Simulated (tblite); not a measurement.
C7H15FSi.
Atom-mapped SMILES: `[CH3:1][C@H:2]([CH2:3][CH2:4][F:5])[CH:6]1[CH2:7][SiH2:8][CH2:9]1` (hydrogens: H10, H11, H12 on C1; H13 on C2; H14, H15 on C3; H16, H17 on C4; H18 on C6; H19, H20 on C7; H21, H22 on Si8; H23, H24 on C9)

Structure used (GFN2-xTB), in Å, numbered top down from 1:
```
atom  x, y, z in Å
C1    -1.1960    0.4122    1.4753
C2    -0.5968    0.1837    0.0887
C3    -1.4060   -0.8633   -0.6903
C4    -2.7342   -0.3523   -1.2306
F5    -3.6773   -0.2149   -0.2384
C6     0.8639   -0.2586    0.1973
C7     1.7967    0.7511    0.9048
Si8    3.1519    0.4812   -0.4117
C9     1.6145   -0.3799   -1.1496
H10   -1.1522   -0.5051    2.0594
H11   -2.2343    0.7212    1.4021
H12   -0.6478    1.1836    2.0098
H13   -0.6240    1.1290   -0.4686
H14   -1.5962   -1.7268   -0.0496
H15   -0.8253   -1.2019   -1.5498
H16   -2.6291    0.6336   -1.6963
H17   -3.1600   -1.0587   -1.9519
H18    0.8991   -1.2169    0.7219
H19    1.3789    1.7565    0.8851
H20    2.0116    0.5073    1.9422
H21    4.2346   -0.4208   -0.0190
H22    3.6741    1.6555   -1.1095
H23    1.7146   -1.3991   -1.5161
H24    1.1276    0.2033   -1.9307
```

Computed values, GFN2-xTB/tblite, gas phase, harmonic and unscaled. Against measured fundamentals such values can be off by several per cent, at times by over 20. Modes of hydrogen on silicon can be 10 to 20 % off. One conformer, not necessarily the lowest.

Harmonic wavenumbers (cm⁻¹): 26.2, 78.1, 93.1, 109.3, 164.6, 216.6, 238.2, 276.7, 369.8, 410.4, 411.8, 446.9, 453.0, 486.6, 566.7, 613.4, 707.3, 730.8, 760.9, 780.4, 830.7, 854.0, 869.8, 905.9, 973.3, 986.2, 1017.5, 1022.1, 1068.5, 1073.3, 1095.3, 1130.8, 1149.2, 1184.6, 1188.9, 1199.7, 1216.2, 1248.9, 1274.4, 1277.3, 1315.1, 1337.2, 1346.2, 1362.8, 1421.0, 1449.5, 1462.7, 1474.4, 1480.8, 1502.9, 1507.9, 2260.1, 2267.1, 2906.3, 2934.0, 2942.6, 2946.3, 2986.1, 2987.5, 2994.9, 2995.9, 3006.2, 3014.8, 3028.3, 3043.3, 3064.5.

A = 3395, B = 591.1, C = 530.2 MHz; mass 146.093 u (most abundant isotopes); point group C1, symmetry number 1.

**Question.** What is the zero-point energy?

**Answer.** Half the sum of the wavenumbers: 44273 cm⁻¹ = 529.62 kJ/mol.

**Question.** Give the ideal-gas entropy at 298.15 K and 1 bar in the rigid-rotor, harmonic-oscillator model (classical rotation).

**Answer.** Translation 171.02, rotation 125.90, vibration 141.12: S = 438.0 J/(mol K).

**Question.** And Cp and H(298.15 K) − H(0)?

**Answer.** Cp = 184.33 J/(mol K), of which vibrations give 151.07 (their classical limit is 66 R = 548.8); H(298.15 K) − H(0) = 31.85 kJ/mol without the zero-point energy, 21.94 from vibrations.

**Question.** Which modes carry the vibrational entropy at 298.15 K?

**Answer.** 26.2 cm⁻¹: 25.51; 78.1 cm⁻¹: 16.48; 93.1 cm⁻¹: 15.04; 109.3 cm⁻¹: 13.73; 164.6 cm⁻¹: 10.44; 216.6 cm⁻¹: 8.31 J/(mol K); the other 60 give 51.60 together.

**Question.** Blend soft modes into free rotors: weight 1/[1 + (100 cm⁻¹/ν̃)⁴] for the oscillator and the rest for a rotor with moment μB/(μ + B), μ = h/(8π²ν), B = 10⁻⁴⁴ kg m². What vibrational entropy results?

**Answer.** 128.16 J/(mol K) in place of 141.12, which changes −T·S at 298.15 K by +3.86 kJ/mol.

**Question.** How do the functions run with temperature in this model?

**Answer.** 
| T (K) | S (J/(mol K)) | Cp (J/(mol K)) | H − H(0) (kJ/mol) | G − H(0) (kJ/mol) | ln q(vib) |
| --- | --- | --- | --- | --- | --- |
| 100 | 304.0 | 82.7 | 5.75 | -24.64 | 2.30 |
| 200 | 375.9 | 131.1 | 16.41 | -58.78 | 5.23 |
| 300 | 439.2 | 185.4 | 32.19 | -99.56 | 8.18 |
| 500 | 558.7 | 287.0 | 79.87 | -199.50 | 14.21 |
| 800 | 717.4 | 387.0 | 182.29 | -391.60 | 23.21 |
| 1000 | 808.6 | 430.5 | 264.27 | -544.38 | 28.92 |

q(vib) and H(0) count from the zero-point level.

Hindered rotation and anharmonicity are outside this model. Other conformers, if any are populated, would add a mixing term that is left out. The structure is chiral; the term R ln 2 for an equal mix with its mirror image is left out.
